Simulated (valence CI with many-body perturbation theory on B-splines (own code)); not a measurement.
## E1 line list for Cr¹⁷⁺

Computed by relativistic CI+MBPT: five valence electrons over a frozen Dirac-Fock core [He], radial functions for each j: 9 s, 9 p, 8 d, 6 f, 3 g, 1 h, with the one-electron correlation potential Σ1 (screened to all orders), the two-electron term Σ2, the three-electron term Σ3, Breit, model QED; selected single and double excitations, second order for the rest (own B-spline code, finite nucleus).

No measured spectrum was set against this ion. As an estimate, levels of excited configurations hold to 0.05 to 0.15 % of their energy, terms of the ground configuration to about 0.5 %. Among the levels kept, up to 2000 cm⁻¹ of a level comes from second order outside the variational space, and about a tenth of that is noise between levels of different J, which matters for small intervals.

Lines 101 to 150 of 273 in falling wavelength, among levels below 823.28 eV, chosen from the strongest by gf and those to the six lowest levels. Wavelengths and rates use the calculated energies, so an error of 600 cm⁻¹ moves a line at 13.99 nm by 0.084 % and its rate by three times that or more. Electric multipoles are in the length gauge, E1 and E2 with the static RPA response of the core. Weak lines are less certain than strong ones. Lines between different terms over intervals too small for the method are left out, as are lines whose strength nearly cancels. The highest levels of a list are the least certain.

Names give the largest LS component (configuration and term), which can be under half, so a name can repeat, a term be missing and a line seem to break the LS rules; names also repeat where a configuration has a term twice. Letters in brackets count levels of one name in rising energy.

| λ vac (nm) | Upper | Lower | A (s⁻¹) | S (a.u.) |
| --- | --- | --- | --- | --- |
| 13.99 | 2s2p⁴ ⁴P_3/2 | 2s²2p³ ⁴S°_3/2 | 1.33e+10 | 7.20e-02 |
| 13.66 | 2s2p⁴ ⁴P_1/2 | 2s²2p³ ⁴S°_3/2 | 1.47e+10 | 3.70e-02 |
| 12.95 | 2s2p⁴ ²D_3/2 | 2s²2p³ ²D°_5/2 | 2.44e+08 | 1.04e-03 |
| 12.81 | 2s2p⁴ ²D_5/2 | 2s²2p³ ²D°_5/2 | 2.45e+10 | 1.53e-01 |
| 12.55 | 2s2p⁴ ²D_3/2 | 2s²2p³ ²D°_3/2 | 3.08e+10 | 1.20e-01 |
| 12.53 | 2s2p⁴ ²S_1/2 | 2s²2p³ ²P°_3/2 | 3.92e+09 | 7.61e-03 |
| 12.38 | 2p⁵ ²P°_3/2 | 2s2p⁴ ²D_5/2 | 3.42e+10 | 1.28e-01 |
| 12.25 | 2p⁵ ²P°_3/2 | 2s2p⁴ ²D_3/2 | 1.08e+10 | 3.94e-02 |
| 11.96 | 2s2p⁴ ²S_1/2 | 2s²2p³ ²P°_1/2 | 2.88e+10 | 4.86e-02 |
| 11.92 | 2s2p⁴ ²P_3/2 | 2s²2p³ ²P°_3/2 | 8.64e+09 | 2.89e-02 |
| 11.40 | 2s2p⁴ ²P_3/2 | 2s²2p³ ²P°_1/2 | 6.43e+09 | 1.88e-02 |
| 11.22 | 2p⁵ ²P°_1/2 | 2s2p⁴ ²D_3/2 | 3.73e+10 | 5.21e-02 |
| 11.04 | 2s2p⁴ ²P_1/2 | 2s²2p³ ²P°_3/2 | 7.08e+10 | 9.39e-02 |
| 10.83 | 2s2p⁴ ²D_3/2 | 2s²2p³ ⁴S°_3/2 | 5.06e+08 | 1.27e-03 |
| 10.68 | 2s2p⁴ ²S_1/2 | 2s²2p³ ²D°_3/2 | 3.16e+10 | 3.80e-02 |
| 10.59 | 2s2p⁴ ²P_1/2 | 2s²2p³ ²P°_1/2 | 4.11e+09 | 4.81e-03 |
| 10.49 | 2s2p⁴ ²P_3/2 | 2s²2p³ ²D°_5/2 | 7.94e+10 | 1.81e-01 |
| 10.23 | 2s2p⁴ ²P_3/2 | 2s²2p³ ²D°_3/2 | 1.40e+10 | 2.96e-02 |
| 9.571 | 2s2p⁴ ²P_1/2 | 2s²2p³ ²D°_3/2 | 2.82e+10 | 2.44e-02 |
| 9.408 | 2s2p⁴ ²S_1/2 | 2s²2p³ ⁴S°_3/2 | 7.51e+08 | 6.17e-04 |
| 9.330 | 2p⁵ ²P°_3/2 | 2s2p⁴ ⁴P_5/2 | 1.52e+09 | 2.44e-03 |
| 9.056 | 2s2p⁴ ²P_3/2 | 2s²2p³ ⁴S°_3/2 | 2.17e+09 | 3.18e-03 |
| 1.834 | 2s²2p²3p ⁴D°_3/2 | 2s2p⁴ ⁴P_5/2 | 9.90e+09 | 1.21e-04 |
| 1.823 | 2s²2p²3p ⁴P°_3/2 | 2s2p⁴ ⁴P_5/2 | 2.81e+10 | 3.35e-04 |
| 1.815 | 2s²2p²3p ⁴P°_5/2 | 2s2p⁴ ⁴P_5/2 | 1.98e+10 | 3.51e-04 |
| 1.812 | 2s²2p²3p ²D°_3/2 [a] | 2s2p⁴ ⁴P_5/2 | 2.63e+10 | 3.09e-04 |
| 1.811 | 2s²2p²3p ⁴D°_7/2 | 2s2p⁴ ⁴P_5/2 | 1.82e+09 | 4.28e-05 |
| 1.803 | 2s²2p²3p ⁴S°_3/2 | 2s2p⁴ ⁴P_5/2 | 1.15e+11 | 1.33e-03 |
| 1.797 | 2s²2p²3p ²D°_5/2 [a] | 2s2p⁴ ⁴P_5/2 | 1.57e+10 | 2.70e-04 |
| 1.773 | 2s2p³3s ⁶S°_5/2 | 2s2p⁴ ⁴P_5/2 | 1.05e+10 | 1.73e-04 |
| 1.768 | 2s²2p²3p ²D°_3/2 [b] | 2s2p⁴ ⁴P_5/2 | 9.94e+09 | 1.08e-04 |
| 1.760 | 2s²2p²3s ⁴P_1/2 | 2s²2p³ ²P°_1/2 | 1.07e+10 | 5.76e-05 |
| 1.759 | 2s²2p²3s ⁴P_3/2 | 2s²2p³ ²P°_3/2 | 9.59e+09 | 1.03e-04 |
| 1.754 | 2s2p³3s ⁴S°_3/2 | 2s2p⁴ ⁴P_3/2 | 4.56e+11 | 4.86e-03 |
| 1.750 | 2s²2p²3s ²P_1/2 | 2s²2p³ ²P°_3/2 | 1.11e+10 | 5.85e-05 |
| 1.748 | 2s²2p²3p ²P°_3/2 [b] | 2s2p⁴ ⁴P_5/2 | 7.76e+10 | 8.18e-04 |
| 1.747 | 2s²2p²3s ⁴P_3/2 | 2s²2p³ ²P°_1/2 | 2.83e+09 | 2.98e-05 |
| 1.740 | 2s2p³3s ⁴S°_3/2 | 2s2p⁴ ⁴P_5/2 | 9.21e+11 | 9.57e-03 |
| 1.739 | 2s²2p²3s ²P_3/2 | 2s²2p³ ²P°_3/2 | 3.24e+11 | 3.37e-03 |
| 1.739 | 2s²2p²3s ²P_1/2 | 2s²2p³ ²P°_1/2 | 5.48e+11 | 2.84e-03 |
| 1.733 | 2s²2p²3p ²P°_3/2 [c] | 2s2p⁴ ⁴P_5/2 | 2.10e+10 | 2.16e-04 |
| 1.730 | 2s²2p²3s ⁴P_1/2 | 2s²2p³ ²D°_3/2 | 1.35e+11 | 6.92e-04 |
| 1.728 | 2s²2p²3s ²P_3/2 | 2s²2p³ ²P°_1/2 | 4.24e+11 | 4.32e-03 |
| 1.724 | 2s²2p²3s ⁴P_3/2 | 2s²2p³ ²D°_5/2 | 5.20e+10 | 5.27e-04 |
| 1.717 | 2s²2p²3s ⁴P_3/2 | 2s²2p³ ²D°_3/2 | 4.16e+10 | 4.16e-04 |
| 1.715 | 2s²2p²3s ²D_5/2 | 2s²2p³ ²P°_3/2 | 2.22e+11 | 3.31e-03 |
| 1.715 | 2s²2p²3s ⁴P_5/2 | 2s²2p³ ²D°_5/2 | 1.34e+11 | 2.00e-03 |
| 1.714 | 2s²2p²3s ²D_3/2 | 2s²2p³ ²P°_3/2 | 1.18e+12 | 1.18e-02 |
| 1.709 | 2s²2p²3s ²P_1/2 | 2s²2p³ ²D°_3/2 | 1.79e+12 | 8.83e-03 |
| 1.706 | 2s2p³3s ⁴D°_1/2 | 2s2p⁴ ⁴P_1/2 | 7.55e+11 | 3.70e-03 |
